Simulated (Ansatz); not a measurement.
CH9GeNSi can be A, `[NH2][GeH2][CH2][SiH3]`, or B, `C[SiH](N)[GeH3]`.

Calculated with Ansatz (gas phase, PBE0-D4/def2-TZVP geometries, no zero-point term in ΔE). CCSD(T)/CBS is the MP2 limit (def2-TZVPP, def2-QZVPP) plus CCSD(T) − MP2 in def2-TZVPP, frozen cores. DFT in def2-TZVPP. B3LYP here is the variant with VWN-RPA as its local correlation; programs differ in this. For Ge outer-core shells are correlated without core-valence functions, which leaves a few kJ/mol of doubt a bond. Scalar relativity is left out up to krypton. Each species was taken in one conformer, which may not be the lowest.

Question: Which is lower in electronic energy at CCSD(T)/CBS, and by how much? (Best estimate.)

Answer: The calculation gave: B, by 65.3 kJ/mol.

Question: Give E(B) − E(A) in kJ/mol with CCSD(T)/def2-TZVPP, HF/def2-TZVPP, B3LYP, B3LYP-D4, MP2/def2-TZVPP, PBE0-D4, ωB97M-V. (Best estimate.)

Answer: The calculation gave: CCSD(T)/def2-TZVPP -59.6, HF/def2-TZVPP -60.9, B3LYP -75.5, B3LYP-D4 -73.3, MP2/def2-TZVPP -56.4, PBE0-D4 -76.0, ωB97M-V -68.0. None reverses the order clearly.

Largest T1 diagnostic: 0.011.
